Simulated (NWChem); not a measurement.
Species: C₇H₇, doublet; SMILES Cc1cc[c]cc1

Not confirmed as a minimum by frequencies.

Q: Give the equilibrium geometry at PBE-D3(BJ)/def2-SVP, spin-unrestricted (NWChem) as a list of bonds and angles, with the point group.

A: point group C1; any orientation.
Bonded distances (Å): C1–C2 1.510, C1–H8 1.111, C1–H9 1.107, C1–H10 1.109, C2–C3 1.410, C2–C7 1.412, C3–C4 1.413, C3–H11 1.103, C4–C5 1.383, C4–H12 1.102, C5–C6 1.385, C6–C7 1.410, C6–H13 1.102, C7–H14 1.103. Angles (°): C2–C1–H8 111.3, C2–C1–H9 111.6, C2–C1–H10 111.5, H8–C1–H9 107.5, H8–C1–H10 106.8, H9–C1–H10 107.9, C1–C2–C3 121.0, C1–C2–C7 120.3, C3–C2–C7 118.7, C2–C3–C4 121.3, C2–C3–H11 119.4, C4–C3–H11 119.3, C3–C4–C5 116.7, C3–C4–H12 120.6, C5–C4–H12 122.7, C4–C5–C6 125.4, C5–C6–C7 116.7, C5–C6–H13 122.7, C7–C6–H13 120.6, C2–C7–C6 121.3, C2–C7–H14 119.5, C6–C7–H14 119.3.
